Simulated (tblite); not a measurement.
C5H7F3GeO.
Geometry (GFN2-xTB, Å), atoms numbered from 1 in this order:
```xyz
17
C5H7F3GeO angstrom
F      3.826   -0.246    0.816
C      2.684    0.261    0.358
F      2.563    1.485    0.908
F      2.862    0.479   -0.959
O      1.704   -0.563    0.644
C      0.385   -0.257    0.234
C      0.006    0.840   -0.399
C     -1.437    1.010   -0.765
Ge    -2.296   -0.634   -0.062
C     -0.571   -1.344    0.606
H      0.685    1.634   -0.673
H     -1.536    1.118   -1.846
H     -1.827    1.926   -0.320
H     -3.304   -0.406    1.027
H     -2.942   -1.508   -1.099
H     -0.265   -2.279    0.137
H     -0.544   -1.506    1.683
```

Calculated harmonic vibrations of the isolated species, GFN2-xTB (tblite), most abundant isotopes, no scaling. This tight-binding method is rough: wavenumbers can miss measured ones by several per cent, in bad cases by 10 to 20. Modes of hydrogen on germanium can be 10 to 20 % off. One conformer, not necessarily the lowest.

Harmonic wavenumbers (cm⁻¹): 25.7, 54.7, 78.6, 122.4, 227.7, 231.4, 304.4, 379.5, 396.7, 401.5, 439.0, 483.0, 517.6, 553.5, 560.4, 610.3, 621.7, 659.1, 711.8, 730.8, 776.8, 825.9, 837.6, 840.0, 912.0, 1011.5, 1058.8, 1084.5, 1089.9, 1092.4, 1099.8, 1183.0, 1203.2, 1230.3, 1297.2, 1431.5, 1438.6, 1734.3, 1969.4, 2032.4, 2950.9, 2965.5, 2973.2, 2986.5, 3094.0.

A = 2831, B = 414.0, C = 388.8 MHz; mass 213.966 u (most abundant isotopes); point group Cs, symmetry number 1.

Question: What is the zero-point energy?

Answer: ½Σν̃ = 23614 cm⁻¹ = 67.52 kcal/mol.

Question: Give the ideal-gas entropy at 400 K and 1 bar in the rigid-rotor, harmonic-oscillator model (classical rotation).

Answer: Translation 43.47, rotation 31.81, vibration 43.83: S = 119.1 cal/(mol K).

Question: And Cp and H(400 K) − H(0)?

Answer: Cp = 51.98 cal/(mol K), of which vibrations give 44.03 (their classical limit is 45 R = 89.4); H(400 K) − H(0) = 12.13 kcal/mol without the zero-point energy, 8.95 from vibrations.

Question: Blend soft modes into free rotors: weight 1/[1 + (100 cm⁻¹/ν̃)⁴] for the oscillator and the rest for a rotor with moment μB/(μ + B), μ = h/(8π²ν), B = 10⁻⁴⁴ kg m². What vibrational entropy results?

Answer: 39.24 cal/(mol K) in place of 43.83, which changes −T·S at 400 K by +1.83 kcal/mol.

Question: Which modes carry the vibrational entropy at 400 K?

Answer: 25.7 cm⁻¹: 6.72; 54.7 cm⁻¹: 5.22; 78.6 cm⁻¹: 4.50; 122.4 cm⁻¹: 3.63; 227.7 cm⁻¹: 2.44; 231.4 cm⁻¹: 2.41 cal/(mol K); the other 39 give 18.90 together.

Question: How do the functions run with temperature in this model?

Answer: 
```tsv
T (K)	S (cal/(mol K))	Cp (cal/(mol K))	H − H(0) (kcal/mol)	G − H(0) (kcal/mol)	ln q(vib)
100	74.7	18.5	1.35	-6.12	2.46
200	91.0	30.3	3.77	-14.43	5.20
300	105.6	42.1	7.41	-24.27	7.98
500	131.6	59.7	17.73	-48.06	13.59
800	163.1	74.1	38.04	-92.46	21.51
1000	180.3	79.7	53.46	-126.85	26.28
```

q(vib) and H(0) count from the zero-point level.

Hindered rotation and anharmonicity are outside this model. Other conformers, if any are populated, would add a mixing term that is left out.
